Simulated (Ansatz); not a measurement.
Kohn–Sham single points on `[SiH3]O[Si]1(Cl)CO1`.

```yaml
crystal:
  periodic: [false, false, false]
  atoms:
    - {symbol: Si, position_ang: [0.236213, 0.043134, -2.280671]}
    - {symbol: O, position_ang: [0.244352, -0.172640, -0.647186]}
    - {symbol: Si, position_ang: [-0.124756, 0.340592, 0.823246]}
    - {symbol: Cl, position_ang: [-1.139168, 2.091023, 0.688074]}
    - {symbol: C, position_ang: [-0.199586, -0.699948, 2.269679]}
    - {symbol: O, position_ang: [0.983435, 0.216874, 2.008144]}
    - {symbol: H, position_ang: [-0.210968, 1.419429, -2.604524]}
    - {symbol: H, position_ang: [-0.691108, -0.947962, -2.876505]}
    - {symbol: H, position_ang: [1.612986, -0.180724, -2.778674]}
    - {symbol: H, position_ang: [0.092212, -1.747372, 2.247557]}
    - {symbol: H, position_ang: [-0.738111, -0.419605, 3.171559]}
basis:
  gaussian: {orbitals: def2-TZVPP}
hamiltonian: {xc: {name: B2PLYP}}
```

```sh
$ ansatz run in.yaml --threads 4 --pin off --events-out ev --progress --plain --max-ram 10444MiB
```

Output, abridged:

```
Functional definition: B2PLYP
1712 factors; integrals over basis functions are off by at most 1.2e-3 eV
mean field evaluation 1: about -33467.1912 eV, gradient 6.2e1 eV
mean field evaluation 2: about -33467.4408 eV, gradient 6.2e1 eV
mean field evaluation 4: about -33473.9137 eV, gradient 7.2e0 eV
mean field evaluation 8: about -33474.0280 eV, gradient 8.3e-1 eV
mean field evaluation 16: about -33474.0292 eV, gradient 3.5e-4 eV
mean field -33474.02917238 eV, -1230.1478825732 hartree, gradient 2.9e-6 eV, S^2 0.000000; 0 other end points of the search recorded, 0 dependent functions left out
18 core orbitals not correlated: weight in the atoms' cores, before any rotation towards them, 1.000 or more for the frozen orbitals, at most 0.000 for the correlated occupied ones
reference -33474.02937210 eV, -1230.1478899125 hartree; 18, 18 occupied and 253, 253 virtual orbitals, 1712 factors
second order -34.88415551 eV of doubles, -0.00000000 eV of singles
Total energy: -33483.44809409 eV, -1230.4940215614 hartree
```

It took 7.5 s on 4 threads of an Arm Neoverse V2 on a shared host, with 0.86 GiB of host memory at the peak.

Changing it to `hamiltonian: {xc: r2scan, dispersion: d4}` and forces (abridged; 6 s):

```
Functional definition: r2SCAN
mean field evaluation 16: about -33492.2140 eV, gradient 3.0e-4 eV
mean field -33492.21401528 eV, -1230.8161632234 hartree, gradient 3.6e-5 eV, S^2 0.000000
Total energy: -33492.29015050 eV, -1230.8189611413 hartree
Atom 0 force    -0.003554     0.000764    -0.033385 eV/Å
Atom 1 force     0.044272    -0.045391    -0.048466 eV/Å
Atom 2 force    -0.087614     0.002665    -0.011773 eV/Å
Atom 3 force    -0.033456     0.069229    -0.000260 eV/Å
Atom 4 force    -0.325192    -0.245602     0.054676 eV/Å
Atom 5 force     0.378431     0.215569     0.014713 eV/Å
Atom 6 force     0.010602    -0.031142    -0.003512 eV/Å
Atom 7 force     0.025755     0.027944     0.003832 eV/Å
Atom 8 force    -0.036449     0.007004     0.001146 eV/Å
Atom 9 force     0.010415     0.004626     0.016714 eV/Å
Atom 10 force     0.016791    -0.005665     0.006314 eV/Å
Dipole moment:    -0.222339    -0.191351    -0.280986 e Å
```

Changing it to `hamiltonian: {xc: {name: wB97X-V}}` (abridged; 10 s):

```
Functional definition: wB97X-V
mean field evaluation 16: about -33491.0191 eV, gradient 7.7e-5 eV
mean field -33491.01912213 eV, -1230.7722517102 hartree, gradient 2.5e-5 eV, S^2 0.000000
Total energy: -33491.01911975 eV, -1230.7722516227 hartree
```
